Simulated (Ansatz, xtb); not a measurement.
FGe2H3: where a starting geometry ends

The starting geometry of this gas-phase singlet has its atoms placed at random.

```xyz
6

F     1.1253   -0.2474   -1.8590
Ge    0.9836   -0.8669    0.4970
Ge   -1.6370   -0.9237   -0.5727
H    -0.2145    0.6732   -0.2755
H     1.4228   -0.4236   -1.1856
H    -0.2999   -0.6269   -0.7497
```

Problem. One run relaxed it with r2SCAN-D4/def2-SVP. What is a likely outcome?

Solution. It loosens into Ge2H2 + FH, which stay close as a complex. Distances that change by over a tenth: F1–H5 (0.76 → 0.94 Å), Ge3–H6 (1.38 → 1.77 Å). Contacts that open: Ge2–H5 (1.79 → 2.43 Å). Contacts that close: Ge2–Ge3 (2.83 → 2.35 Å), Ge2–H4 (2.10 → 1.76 Å), Ge3–H4 (2.16 → 1.77 Å).

The energy falls by 5.70 eV over 16 steps:

```json
{"step": "1", "E − E(last) (eV)": "5.702"}
{"step": "3", "E − E(last) (eV)": "0.931"}
{"step": "4", "E − E(last) (eV)": "0.362"}
{"step": "6", "E − E(last) (eV)": "0.056"}
{"step": "8", "E − E(last) (eV)": "0.024"}
{"step": "9", "E − E(last) (eV)": "0.013"}
{"step": "11", "E − E(last) (eV)": "0.005"}
{"step": "13", "E − E(last) (eV)": "0.001"}
{"step": "14", "E − E(last) (eV)": "0.001"}
{"step": "16", "E − E(last) (eV)": "0.000"}
```

Final geometry (Å):

```yaml
atoms:
  - { symbol: F, position_ang: [2.1845, -0.0052, -2.4162] }
  - { symbol: Ge, position_ang: [0.4652, -0.7422, 0.2162] }
  - { symbol: Ge, position_ang: [-1.8720, -0.6643, 0.4214] }
  - { symbol: H, position_ang: [-0.6791, 0.5682, -0.0204] }
  - { symbol: H, position_ang: [2.0987, -0.2403, -1.5153] }
  - { symbol: H, position_ang: [-0.8170, -1.3316, -0.8312] }
```

From the same start GFN2-xTB reaches the same bonding as this run.

From so rough a start the end depends on the optimiser's path, so another program may land elsewhere. The end wasn't checked by frequencies. Run with Ansatz 0.2.0, 90 s on 1 thread of Intel(R) Xeon(R) Processor @ 2.50GHz (Skylake/Cascade Lake) (shared host).
